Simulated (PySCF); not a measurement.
Species: C3H12N2OSi2.
Numbering: `[CH3:1][NH:2][Si@@H:3]1[CH2:4][CH2:5][Si@@H:6]([OH:7])[NH:8]1`

Geometry (GFN2-xTB, Å), atoms numbered from 1 in this order:
```
atom  x, y, z in Å
C1    -3.1793   -0.3419    0.0465
N2    -1.9128   -0.5496    0.7042
Si3   -0.5679    0.4779    0.3921
C4     0.1386    0.2020   -1.3451
C5     1.6635    0.2941   -1.2411
Si6    2.2110   -0.4816    0.4019
O7     3.5739    0.1231    1.0615
N8     0.7941   -0.0727    1.3033
H9    -3.7805   -1.2517    0.0907
H10   -3.7579    0.4781    0.4878
H11   -2.9903   -0.0984   -0.9960
H12   -2.0390   -0.8542    1.6577
H13   -0.7990    1.9100    0.6866
H14   -0.2367    0.9025   -2.0924
H15   -0.1337   -0.7976   -1.6874
H16    2.1356   -0.1661   -2.1097
H17    1.9548    1.3472   -1.2566
H18    2.5385   -1.9013    0.3723
H19    3.6521    1.0577    1.2348
H20    0.7300   -0.2668    2.2859
```

NICS = −σ at a ghost point: NICS(0) at the centroid of the ring atoms, NICS(1) 1 Å to either side along the normal of their mean plane, zz for the tensor component along that normal. Level: GIAO PBE0/pcSseg-1 (PySCF, non-relativistic, gas phase) on the GFN2-xTB geometry, one conformer.

Ring bond lengths (Å), with Mayer bond orders in brackets: Si3–C4 1.896 (0.89), C4–C5 1.531 (1.02), C5–Si6 1.898 (0.88), Si6–N8 1.728 (0.97), N8–Si3 1.729 (0.96).

Q: Give the NICS values of each ring in ppm.

A: 
```csv
ring,type,NICS(0),"NICS(1), two faces","NICS(1)zz, two faces",rms pucker (Å),"centre to ring atoms, mean (Å)"
Si3–C4–C5–Si6–N8,5-membered ring with N and 2 Si; formal bonds all single,-4.8,-3.2 / -3.1,-0.1 / -0.1,0.17,1.48
```

Q: What do they say, and how far can they be read as aromaticity?

A: 
- Si3–C4–C5–Si6–N8: mean NICS(1)zz -0.1 ppm, near zero. Si3, C4, C5, Si6 have four or more neighbours; no verdict on aromaticity is drawn.

Q: Give the inner angles of the rings and the Hirshfeld charges of the ring atoms.

A: 
- Si3–C4–C5–Si6–N8: Si3 98.2° (+0.404 e), C4 107.5° (-0.165 e), C5 108.8° (-0.166 e), Si6 96.8° (+0.433 e), N8 116.5° (-0.336 e); sum 527.8° against 540° for a flat convex ring.

Q: What are the shieldings of the ring atoms and their hydrogens in the same run (means over atoms taken as equivalent)?

A: 
```csv
atoms,environment,σ isotropic (ppm),"principal values of the symmetric part, first atom (ppm)"
Si3,SiH silicon,362.7,"321.9, 373.3, 393.1"
C4,sp3 carbon bound to silicon,175.9,"165.8, 178.4, 183.4"
C5,sp3 carbon bound to silicon,174.9,"164.1, 176.5, 184.3"
Si6,oxygen-bound silicon,359.5,"326.1, 368.6, 383.7"
N8,nitrogen bridging silicon atoms,216.6,"197.6, 224.3, 227.9"
H13,Si–H hydrogen,26.23,"22.6, 24.4, 31.7"
H14,methylene hydrogen,30.56,"25.0, 29.3, 37.4"
H15,methylene hydrogen,31.16,"26.2, 29.8, 37.5"
H16,methylene hydrogen,30.62,"25.3, 28.6, 38.1"
H17,methylene hydrogen,31.29,"26.8, 29.1, 37.9"
H18,Si–H hydrogen,26.72,"22.7, 24.7, 32.8"
H20,N–H hydrogen,30.95,"23.3, 28.3, 41.2"
```
